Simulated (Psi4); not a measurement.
Noncovalent pair: C2H4 (SMILES C=C) (first 6 atoms) with CH4O (SMILES CO); geometry from B3LYP-D3(BJ)/def2-TZVP, rigid monomers moved along the line of their centres of mass till C2···H12 is 4.34 Å.
(charge 0, multiplicity 1):
```xyz
12

C      0.59472    -0.26677    -0.04864
C     -0.64630     0.20187    -0.04427
H      0.81927    -1.28237    -0.35108
H      1.43606     0.34779     0.24828
H     -0.86958     1.21852     0.25620
H     -1.48795    -0.41105    -0.34312
C      0.12209     0.30023     5.69665
O     -0.34297    -0.91043     5.12564
H      1.15879     0.52043     5.41523
H      0.08045     0.18288     6.77908
H     -0.50411     1.15687     5.42016
H     -0.31092    -0.82160     4.16484
```

These are SAPT0/jun-cc-pV(D+d)Z (Psi4) values and carry that method's errors.

Problem. Which attractive term is largest, and how does the interaction split up?

Solution. electrostatics -17.2, exchange 0.6, induction -1.1, dispersion -4.8, total -22.5 meV; the largest attraction is electrostatics.
